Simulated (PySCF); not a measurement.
# ECD: `C([Si@@H]1[C@H](C#N)C1)#N`, C4H4N2Si

Molfile (atoms numbered from 1):
```
C4H4N2Si
     RDKit          3D

 11 11  0  0  0  0  0  0  0  0999 V2000
    0.7785    1.5909   -2.2431 N   0  0  0  0  0  0  0  0  0  0  0  0
    0.5054    0.6508   -1.6457 C   0  0  0  0  0  0  0  0  0  0  0  0
    0.1710   -0.4946   -0.8949 C   0  0  2  0  0  0  0  0  0  0  0  0
   -1.1744   -0.4822   -0.1333 C   0  0  0  0  0  0  0  0  0  0  0  0
    0.3129   -0.4929    1.0137 Si  0  0  2  0  0  4  0  0  0  0  0  0
    0.7383    1.1332    1.7863 C   0  0  0  0  0  0  0  0  0  0  0  0
    1.0022    2.1211    2.3025 N   0  0  0  0  0  0  0  0  0  0  0  0
    0.4148   -1.4150   -1.4149 H   0  0  0  0  0  0  0  0  0  0  0  0
   -1.7560    0.4238   -0.2491 H   0  0  0  0  0  0  0  0  0  0  0  0
   -1.7821   -1.3676   -0.2613 H   0  0  0  0  0  0  0  0  0  0  0  0
    0.7949   -1.6650    1.7138 H   0  0  0  0  0  0  0  0  0  0  0  0
  1  2  3  0
  2  3  1  0
  3  4  1  0
  4  5  1  0
  5  6  1  0
  6  7  3  0
  5  3  1  0
  3  8  1  6
  4  9  1  0
  4 10  1  0
  5 11  1  1
M  END
```

The calculation used PySCF 2.14.0, TDDFT CAM-B3LYP/def2-SVPD circular dichroism and optical rotation, one conformer, gas phase. Geometry: GFN2-xTB.

(1) Assign R or S to each stereocentre.

(2) Which excitations and rotatory strengths does the calculation give?

## Answers

(1) C3 R, Si5 S.

(2) Rotatory strengths R in 10⁻⁴⁰ esu² cm², velocity form and length form (origin at the centre of mass); f in length form.
| state | E (eV) | λ (nm) | f | R (velocity) | R (length) | main |
| --- | --- | --- | --- | --- | --- | --- |
| 1 | 5.90 | 210 | 0.158 | +24.6 | +22.9 | HOMO→LUMO 0.66, HOMO→LUMO+1 0.26 |
| 2 | 5.99 | 207 | 0.088 | -52.2 | -49.6 | HOMO→LUMO+1 0.65, HOMO→LUMO 0.27 |
| 3 | 6.64 | 187 | 0.013 | +19.7 | +19.1 | HOMO−1→LUMO 0.80 |
| 4 | 6.95 | 178 | 0.007 | -2.9 | -2.9 | HOMO→LUMO+3 0.30, HOMO→LUMO+6 0.09 |
| 5 | 6.98 | 178 | 0.015 | +30.4 | +28.5 | HOMO→LUMO+2 0.52, HOMO→LUMO+4 0.20 |
| 6 | 7.17 | 173 | 0.0004 | +2.4 | +2.8 | HOMO−4→LUMO 0.50 |
| 7 | 7.30 | 170 | 0.002 | +13.2 | +13.6 | HOMO→LUMO+4 0.51, HOMO→LUMO+2 0.19 |
| 8 | 7.37 | 168 | 0.016 | -4.5 | -4.3 | HOMO−4→LUMO+1 0.17, HOMO−1→LUMO+1 0.16 |
| 9 | 7.59 | 163 | 0.029 | -22.8 | -22.9 | HOMO−5→LUMO+1 0.15, HOMO→LUMO+3 0.14 |
| 10 | 7.63 | 163 | 0.014 | +16.1 | +13.9 | HOMO−1→LUMO+1 0.26, HOMO→LUMO+2 0.12 |
| 11 | 7.70 | 161 | 0.016 | -4.1 | -3.9 | HOMO→LUMO+7 0.14, HOMO→LUMO+3 0.14 |
| 12 | 7.83 | 158 | 0.032 | +29.1 | +28.0 | HOMO−2→LUMO 0.24, HOMO−5→LUMO 0.15 |

Among the states computed, the strongest CD band (largest |R|) is state 2. The largest dissymmetry factor in size, g = 4R/(D+G), with D and G the electric and magnetic dipole strengths, is +0.09 for state 6 (velocity form, f = 0.0003), among bands with |R| over 0.5. The mirror image has the same energies and oscillator strengths and all R with the opposite sign.
